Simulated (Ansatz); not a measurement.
C9H9N, SMILES `Cc1cccc(C)c1C#N` at its PBE0-D4/def2-TZVP geometry, where that method's forces vanish. The species carries charge 0 and has multiplicity 1.

| atom | x (Å) | y (Å) | z (Å) |
| --- | --- | --- | --- |
| C1 | -0.454 | 1.862 | -1.767 |
| C2 | 0.111 | 0.712 | -0.997 |
| C3 | 1.238 | 0.030 | -1.435 |
| C4 | 1.748 | -1.034 | -0.709 |
| C5 | 1.142 | -1.437 | 0.470 |
| C6 | 0.014 | -0.786 | 0.947 |
| C7 | -0.653 | -1.207 | 2.216 |
| C8 | -0.487 | 0.288 | 0.198 |
| C9 | -1.646 | 0.974 | 0.668 |
| N10 | -2.582 | 1.528 | 1.049 |
| H11 | 0.136 | 2.058 | -2.662 |
| H12 | -0.475 | 2.771 | -1.160 |
| H13 | -1.485 | 1.664 | -2.070 |
| H14 | 1.718 | 0.340 | -2.356 |
| H15 | 2.629 | -1.555 | -1.066 |
| H16 | 1.548 | -2.271 | 1.032 |
| H17 | -1.693 | -1.494 | 2.039 |
| H18 | -0.673 | -0.390 | 2.941 |
| H19 | -0.135 | -2.054 | 2.666 |

Problem. For each bond, give half the difference of the two atoms' forces along it (eV/Å; positive pushes the atoms apart) under PBE-D4, r2SCAN-D4, B3LYP-D4, ωB97M-V in def2-TZVPP. (An estimate is asked.)

Solution. The calculation gave: 
| bond | length (Å) | PBE-D4 | r2SCAN-D4 | B3LYP-D4 | ωB97M-V |
| --- | --- | --- | --- | --- | --- |
| C1–C2 | 1.495 | -0.15 | -0.02 | 0.13 | 0.25 |
| C1–H11 | 1.090 | 0.11 | -0.04 | -0.07 | -0.08 |
| C1–H13 | 1.093 | 0.12 | -0.02 | -0.06 | -0.10 |
| C2–C3 | 1.387 | 0.10 | 0.05 | 0.02 | 0.00 |
| C2–C8 | 1.402 | 0.19 | 0.15 | 0.03 | -0.21 |
| C3–H14 | 1.084 | 0.02 | -0.09 | -0.14 | -0.09 |
| C4–H15 | 1.084 | -0.01 | -0.10 | -0.15 | -0.09 |
| C5–C6 | 1.387 | 0.10 | 0.05 | 0.02 | 0.00 |
| C5–H16 | 1.084 | 0.02 | -0.09 | -0.14 | -0.09 |
| C6–C7 | 1.495 | -0.15 | -0.02 | 0.13 | 0.25 |
| C7–H17 | 1.093 | 0.12 | -0.02 | -0.06 | -0.10 |
| C7–H19 | 1.090 | 0.11 | -0.04 | -0.07 | -0.08 |
| C8–C9 | 1.426 | -0.94 | -0.50 | -0.03 | 0.62 |
| C9–N10 | 1.153 | 1.55 | 0.67 | -0.01 | -0.53 |

B3LYP here is the variant with VWN-RPA as its local correlation; programs differ in this.

Program: Ansatz 0.2.0.
